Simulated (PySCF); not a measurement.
**Simulated characterisation data**

Calculated, not measured (PySCF 2.14): NMR shieldings at PBE0/pcSseg-1/GIAO, geometry: GFN2-xTB. Gas phase, no relativistic terms, one conformer, one averaged value for each set of equivalent atoms.

Chemical shifts δ = σref − σ; $^{1}$H (σ = 31.72 ppm), $^{13}$C (σ = 186.93 ppm) against TMS, all at this level. Where no couplings were computed, multiplicities follow the n + 1 count of equivalent neighbours, and m marks all less simple cases (inequivalent or close neighbours, rings, F or P nearby). Shifts are as computed. Against solution values, carbons near 30 ppm lie about +3 ppm off and those near 130 ppm about +5 ppm. Of 1211 compounds with measured shifts, 218 miss one by over three times the rms of a fit or turn the order of signals round; such compounds aren't used in these exercises.

Compound 1 (C4H7N3Si). $^{1}$H NMR (400 MHz, computed): δ 9.14 (s, 1H), 4.46 (s, 3H), 2.92 (s, 3H). $^{13}$C{$^{1}$H} NMR (computed): δ 166.7, 158.3, 124.9, 25.6. Structure: SMILES Cc1nnncc1[SiH3].

Compound 2 (C8H10OSi). $^{1}$H NMR (400 MHz, computed): δ 9.51 (t, 1H), 5.14 (m, 1H), 5.10 (m, 1H), 5.07 (m, 1H), 5.07 (m, 1H), 4.36 (s, 3H), 3.53 (d, 2H). $^{13}$C{$^{1}$H} NMR (computed): δ 196.3 (CH), 169.8 (C), 160.2 (C), 157.9 (C), 156.9 (C), 99.9 (CH2), 99.7 (CH2), 48.0 (CH2). Structure: `C=C1C(=C)C(CC=O)=C1[SiH3]`.
